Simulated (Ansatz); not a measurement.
CH₆AlNSi (`C[N]1[AlH][SiH2]1`), relaxed with RKS PBE0-D4/def2-TZVP in Ansatz 0.2.0 from a PBE-D4/def2-SVP geometry. The force threshold is 0.005 eV/Å; the program also tests the step.

Total charge 0; spin multiplicity 1.

Start:

```xyz
10

C     1.165   -0.871   -0.017
N    -0.103   -0.194    0.148
Al   -1.771   -0.152    0.825
Si   -0.657    1.410   -0.486
H     1.164   -1.861    0.486
H     2.008   -0.280    0.409
H     1.405   -1.043   -1.092
H    -2.670   -1.118    1.722
H    -0.687    1.511   -1.998
H     0.145    2.598    0.003
```

Q: By how much does the energy fall, and how many steps does the optimiser take? (Best estimate.)

A: Ansatz gave: 1.26 kcal/mol, in 7 steps, 1 of them rejected.

Q: Which bonds change most? (Best estimate.)

A: Computed: N2–Si4 from 1.811 to 1.768 Å; Al3–Si4 from 2.324 to 2.294 Å; N2–Al3 from 1.801 to 1.774 Å; Si4–H10 from 1.515 to 1.495 Å.

Q: Give the relaxed structure. (Estimate.)

A: The calculation gave: 
```xyz
10

C     1.153   -0.859   -0.019
N    -0.108   -0.181    0.142
Al   -1.751   -0.151    0.812
Si   -0.641    1.386   -0.478
H     1.150   -1.826    0.492
H     1.981   -0.269    0.392
H     1.377   -1.042   -1.076
H    -2.635   -1.115    1.699
H    -0.674    1.498   -1.969
H     0.150    2.560    0.005
```
